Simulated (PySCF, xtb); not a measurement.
Mg(Me) (CH₃Mg), SMILES [CH3][Mg], multiplicity 2.

Harmonic wavenumbers (cm⁻¹) from GFN2-xTB run with xtb 6.7.1 at its own minimum, in rising order: 328, 328, 389, 1181, 1487, 1487, 2898, 2899, 2907.

Problem. What does r2SCAN-D4/def2-TZVP (PySCF) give at its own minimum? (The exact figures need the calculation; the answer reports its results.)

Solution. 491, 491, 497, 1082, 1433, 1433, 3007, 3099, 3099. Paired by order, the mean absolute difference is 127 cm⁻¹ and the zero-point energies are 19.9 and 20.9 kcal/mol.
